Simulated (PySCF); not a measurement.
SiCl2(SeBu)2, C₈H₁₈Cl₂Se₂Si.
Geometry (PBE0-D3(BJ)/def2-SVP, Å), atoms numbered from 1 in this order:
```
atom  x, y, z in Å
C1    -5.644    0.537   -0.189
C2    -4.206    0.666    0.290
C3    -3.434   -0.645    0.198
C4    -2.002   -0.505    0.678
Se5   -0.988   -2.195    0.628
Si6   -0.231   -2.005   -1.486
Cl7   -1.733   -1.989   -2.906
Cl8    0.919   -3.696   -1.770
Se9    0.933   -0.119   -1.883
C10    2.331   -0.457   -0.535
C11    3.317    0.696   -0.499
C12    4.435    0.465    0.512
C13    5.436    1.608    0.561
H14   -6.183    1.494   -0.116
H15   -6.198   -0.205    0.408
H16   -5.685    0.210   -1.240
H17   -3.684    1.437   -0.304
H18   -4.191    1.029    1.333
H19   -3.945   -1.422    0.791
H20   -3.437   -1.005   -0.843
H21   -1.435    0.235    0.091
H22   -1.954   -0.192    1.732
H23    1.833   -0.598    0.435
H24    2.827   -1.400   -0.810
H25    3.754    0.843   -1.503
H26    2.784    1.631   -0.256
H27    3.993    0.312    1.512
H28    4.956   -0.477    0.266
H29    5.916    1.760   -0.419
H30    6.231    1.417    1.296
H31    4.947    2.556    0.837
```

The calculation used PySCF, TDDFT B3LYP/def2-SVPD, vertical, gas phase, core orbitals frozen in the response. Relativistic effects, spin–orbit coupling among them, are left out although an element past zinc is present.

```
state  E (eV)  λ (nm)  ν̃ (cm⁻¹)       f   main configurations (H = HOMO, L = LUMO)
   S1    4.57   271.2      36870   0.023                                  H→L (93%)
   S2    4.74   261.6      38220  0.0099                   H-1→L (86%), H→L+1 (11%)
   S3    5.10   243.2      41110  0.0006                   H→L+1 (83%), H-1→L (12%)
   S4    5.29   234.5      42640   0.011                 H-1→L+1 (66%), H→L+2 (27%)
   S5    5.59   221.9      45060   0.020                 H→L+2 (67%), H-1→L+1 (25%)
   S6    5.77   215.0      46510   0.016                              H-1→L+2 (91%)
   S7    5.98   207.4      48220  0.0054                                H→L+3 (87%)
   S8    6.07   204.1      48990   0.011        H→L+4 (66%), H→L+5 (9%), H-2→L (8%)
   S9    6.16   201.4      49660   0.032  H-1→L+3 (39%), H→L+5 (24%), H-1→L+4 (13%)
  S10    6.20   200.1      49980   0.014    H-1→L+3 (27%), H→L+5 (23%), H-2→L (21%)
```

Triplets (Tamm–Dancoff): T1 4.21 eV, H→L (91%); T2 4.41 eV, H-1→L (80%), H→L+1 (15%); T3 4.83 eV, H→L+1 (69%), H-1→L (16%); T4 4.93 eV, H-1→L+1 (58%), H→L+2 (24%).

The lowest singlet lies at 4.57 eV (271 nm, ultraviolet) and is weak; its leading configuration is HOMO→LUMO (93%). The most intense listed level is S9 at 6.16 eV (201 nm, f = 0.032), 1.59 eV above S1. Löwdin shares by element: HOMO selenium 77%, carbon 5% or more (atoms not listed hold the other 18%); LUMO selenium 52%, silicon 16%, chlorine 10% or more (atoms not listed hold the other 22%). Weighted by f, the mean energy of these states is 5.60 eV. The listed states span 1.63 eV, and the widest gap between neighbours is 0.36 eV (S2 to S3). Of the 10 states listed, 7 reach f = 0.01 and none stays under 0.0005. Singlets were solved by full linear response, triplets in the Tamm–Dancoff approximation.

The run took 4.0 min wall, 8.6 min CPU (grids of density and orbitals included) on 2 threads of an Intel Xeon Platinum 8488C, shared host with 96 logical CPUs at a one-minute load of 26, and the process peaked at 4.0 GiB of memory.

One conformer stands for the species.
